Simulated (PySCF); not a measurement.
C6H4F6.
SMILES with atom numbers: `[CH2:1]=[C:2](/[CH:3]=[CH:4]/[C:5]([F:6])([F:7])[F:8])[C:9]([F:10])([F:11])[F:12]` (hydrogens: H13, H14 on C1; H15 on C3; H16 on C4)

The same species was optimised twice, with GFN2-xTB and with PBE0-D3(BJ)/def2-SVP (PySCF), and the same property calculations (PySCF, gas phase) were run on both structures.

```json
{"coordinate": "C1=C2 (Å)", "GFN2-xTB": "1.332", "PBE0-D3(BJ)/def2-SVP": "1.340", "change": "+0.008"}
{"coordinate": "C2–C3 (Å)", "GFN2-xTB": "1.453", "PBE0-D3(BJ)/def2-SVP": "1.460", "change": "+0.007"}
{"coordinate": "C3=C4 (Å)", "GFN2-xTB": "1.331", "PBE0-D3(BJ)/def2-SVP": "1.338", "change": "+0.007"}
{"coordinate": "C9–F10 (Å)", "GFN2-xTB": "1.344", "PBE0-D3(BJ)/def2-SVP": "1.337", "change": "-0.007"}
{"coordinate": "C9–F12 (Å)", "GFN2-xTB": "1.344", "PBE0-D3(BJ)/def2-SVP": "1.337", "change": "-0.007"}
{"coordinate": "C5–F7 (Å)", "GFN2-xTB": "1.343", "PBE0-D3(BJ)/def2-SVP": "1.338", "change": "-0.005"}
{"coordinate": "C5–F6 (Å)", "GFN2-xTB": "1.343", "PBE0-D3(BJ)/def2-SVP": "1.338", "change": "-0.005"}
{"coordinate": "C9–F11 (Å)", "GFN2-xTB": "1.337", "PBE0-D3(BJ)/def2-SVP": "1.332", "change": "-0.005"}
{"coordinate": "C5–F8 (Å)", "GFN2-xTB": "1.340", "PBE0-D3(BJ)/def2-SVP": "1.336", "change": "-0.004"}
{"coordinate": "C4–C5 (Å)", "GFN2-xTB": "1.497", "PBE0-D3(BJ)/def2-SVP": "1.493", "change": "-0.004"}
{"coordinate": "C2–C9 (Å)", "GFN2-xTB": "1.512", "PBE0-D3(BJ)/def2-SVP": "1.510", "change": "-0.002"}
{"coordinate": "C3–C2–C9 (°)", "GFN2-xTB": "117.4", "PBE0-D3(BJ)/def2-SVP": "118.7", "change": "+1.3"}
{"coordinate": "F10–C9–F11 (°)", "GFN2-xTB": "106.4", "PBE0-D3(BJ)/def2-SVP": "107.6", "change": "+1.2"}
{"coordinate": "F11–C9–F12 (°)", "GFN2-xTB": "106.4", "PBE0-D3(BJ)/def2-SVP": "107.5", "change": "+1.1"}
{"coordinate": "C2–C9–F12 (°)", "GFN2-xTB": "112.1", "PBE0-D3(BJ)/def2-SVP": "111.1", "change": "-1.0"}
{"coordinate": "F6–C5–F8 (°)", "GFN2-xTB": "106.5", "PBE0-D3(BJ)/def2-SVP": "107.6", "change": "+1.1"}
{"coordinate": "C2–C3–C4 (°)", "GFN2-xTB": "126.0", "PBE0-D3(BJ)/def2-SVP": "127.0", "change": "+1.0"}
{"coordinate": "C2–C9–F10 (°)", "GFN2-xTB": "112.1", "PBE0-D3(BJ)/def2-SVP": "111.2", "change": "-0.9"}
{"coordinate": "F7–C5–F8 (°)", "GFN2-xTB": "106.6", "PBE0-D3(BJ)/def2-SVP": "107.5", "change": "+0.9"}
{"coordinate": "C1–C2–C3–C4 (°)", "GFN2-xTB": "180", "PBE0-D3(BJ)/def2-SVP": "178", "change": "-2"}
{"coordinate": "C3–C4–C5–F6 (°)", "GFN2-xTB": "-121", "PBE0-D3(BJ)/def2-SVP": "-123", "change": "-2"}
{"coordinate": "C1–C2–C9–F10 (°)", "GFN2-xTB": "120", "PBE0-D3(BJ)/def2-SVP": "122", "change": "+2"}
```

Rotational constants: A = 1836, B = 456.7, C = 419.0 MHz (GFN2-xTB) against A = 1850, B = 452.1, C = 415.9 MHz (PBE0-D3(BJ)/def2-SVP). Atoms that the bonding makes alike are paired by their places after alignment.

On the GFN2-xTB structure: HOMO (eV) -8.14 [PBE0/pcSseg-1]; LUMO (eV) -2.18 [PBE0/pcSseg-1]; dipole (D) 3.08 [PBE0/pcSseg-1]; GIAO shielding of C1 (ppm) 51.7 [PBE0/pcSseg-1]; GIAO shielding of C2 (ppm) 43.2 [PBE0/pcSseg-1]; GIAO shielding of C3 (ppm) 49.0 [PBE0/pcSseg-1]; GIAO shielding of C4 (ppm) 55.9 [PBE0/pcSseg-1]; GIAO shielding of C5 (ppm) 54.9 [PBE0/pcSseg-1]; GIAO shielding of F6/F7/F8 (mean) (ppm) 254.5 [PBE0/pcSseg-1]; GIAO shielding of C9 (ppm) 55.5 [PBE0/pcSseg-1]; GIAO shielding of F10/F11/F12 (mean) (ppm) 252.9 [PBE0/pcSseg-1].

**Question.** What do these properties become on the PBE0-D3(BJ)/def2-SVP structure?

**Answer.** 
```csv
property,level,on GFN2-xTB,on PBE0-D3(BJ)/def2-SVP,change
HOMO (eV),PBE0/pcSseg-1,-8.14,-8.04,+0.10
LUMO (eV),PBE0/pcSseg-1,-2.18,-2.12,+0.06
dipole (D),PBE0/pcSseg-1,3.08,2.87,-0.21
"energy, GFN2-xTB geometry as zero (kcal/mol)",PBE0/pcSseg-1,0.0,-0.4,-0.4
GIAO shielding of C1 (ppm),PBE0/pcSseg-1,51.7,48.8,-2.9
GIAO shielding of C2 (ppm),PBE0/pcSseg-1,43.2,41.2,-2.0
GIAO shielding of C3 (ppm),PBE0/pcSseg-1,49.0,47.0,-2.0
GIAO shielding of C4 (ppm),PBE0/pcSseg-1,55.9,54.4,-1.5
GIAO shielding of C5 (ppm),PBE0/pcSseg-1,54.9,56.7,+1.8
GIAO shielding of F6/F7/F8 (mean) (ppm),PBE0/pcSseg-1,254.5,258.6,+4.1
GIAO shielding of C9 (ppm),PBE0/pcSseg-1,55.5,57.4,+1.9
GIAO shielding of F10/F11/F12 (mean) (ppm),PBE0/pcSseg-1,252.9,257.8,+4.9
```

The heavy atoms differ by 0.041 Å rms after alignment (one structure mirrored). Among bonds between heavy atoms C1=C2, C2–C3, C3=C4, C9–F10 and C9–F12 change most and about equally (-0.007 to +0.008 Å). Changes are differences of the printed values. Neither structure is proved a minimum here.

Shape of the structure used: `[CH2:1]=[C:2](/[CH:3]=[CH:4]/[C:5]([F:6])([F:7])[F:8])[C:9]([F:10])([F:11])[F:12]`: C1–C2–C3–C4 178°, C3–C4–C5–F6 -123°, C1–C2–C9–F10 122°.
